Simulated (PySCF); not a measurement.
**Spin states and ions at one geometry of [La2]−**

PySCF 2.14.0, UKS TPSS, La def2-SVP with ECP46; non-relativistic Hamiltonian with scalar-relativistic core potentials where named; density fitting; no spin-orbit coupling; singlets restricted, open shells unrestricted. The geometry is relaxed for charge -1, doublet, vacuum:

```xyz
2

La    0.0000    0.0000    1.4906
La    0.0000    0.0000   -1.4906
```

Energies count from the relaxed state; an electron taken off or put on is at rest in vacuum. Charges and spins are Mulliken's.

```csv
state,energy (eV),spin squared,charge on La1 (e),spin on La1 (e),dipole about the centre of mass (D)
"charge -1, doublet, vacuum",0.00,1.15,-0.50,0.50,0.02
"charge 0, singlet, vacuum",0.60,0.00,0.00,0.00,0.00
"charge 0, triplet, vacuum",0.65,2.24,0.00,1.00,0.00
```

**Question.** What does the state charge -1, quartet, vacuum give?

**Answer.** energy (eV) -0.06, spin squared 3.99, charge on La1 (e) -0.50, spin on La1 (e) 1.50, dipole about the centre of mass (D) 0.00.

With an electron taken off (singlet, the lower of the two states computed) the charges change, summed by element, by La +1.00 e. The vertical ionisation energy is 0.60 eV, against −ε(HOMO) = -0.68 eV over both spins of the relaxed state. The level lies 1.3 eV too high, as is usual for semilocal functionals and global hybrids, which keep a self-interaction error.

Open shells may have lower solutions than those found. Spin squared well over S(S+1) tells of spin contamination.

The relaxed state isn't the lowest spin state tried at its geometry. No frequency check is given that shows the relaxed geometry to be a minimum. The relaxed state is spin-contaminated (spin squared 1.15 against 0.75).
